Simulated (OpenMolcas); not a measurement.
Ni3+ (d7) in a complex was computed by CASSCF with the d shell active (OpenMolcas, ANO-RCC-VDZP on the metal). Its lowest spin-free states, and all those of the highest spin:

| 2S+1 | Degeneracy | E (cm-1) |
| --- | --- | --- |
| 4 | 1 | 0.0 |
| 4 | 3 | 3219 |
| 4 | 3 | 6365 |
| 2 | 3 | 18492 |
| 2 | 1 | 18685 |
| 2 | 2 | 18859 |
| 4 | 3 | 20891 |
| 2 | 3 | 21599 |
| 2 | 3 | 23596 |
| 2 | 3 | 23654 |
| 2 | 2 | 24071 |
| 2 | 3 | 27112 |

Q: Is the site octahedral, tetrahedral or cube-like, axial, or of lower symmetry?

A: The states with 2S+1 = 4 have orbital degeneracies 1, 3, 3, 3. Threefold states need a cubic site. For d7 at this spin an octahedron puts the threefold T1 below the threefold T2 and a tetrahedron or cube puts the single A2 below the threefold T2, so the site is a tetrahedron or a cube, which this pattern cannot tell apart. The first gap at this spin, 3220 cm-1, is |10Dq| in ligand-field theory. The run had Ni3+ with 4 ligands (bromide) in tetrahedral coordination (Td) at 2.38 Å. A charge of +0.25 e stands 2.6 Å behind each ligand. Ligand basis ANO-RCC-VDZP.

Without dynamic correlation the repulsion within the d shell is too large (B by tens of per cent), so at a given field states of lower spin stand too high. The least metal-like active orbital is 83 % on the metal (Löwdin) and no ligand orbital is active, so the numbers are rough. Ligand-to-metal charge-transfer states are missing. This ion would oxidise such ligands; the complex is a model and need not exist. With no ligand orbital active B as a rule stays too high, so bands that hang on it stand too high and its fall with covalency is understated. With metal d orbitals alone and no dynamic correlation the field as a rule comes out too small, by tens of per cent, by up to half for chloride and softer ligands, and the orbital part of g and χT, which goes as 1/10Dq, too large. No measured value stands beside these numbers; the geometry was imposed, not optimised, and the real ion may take another.
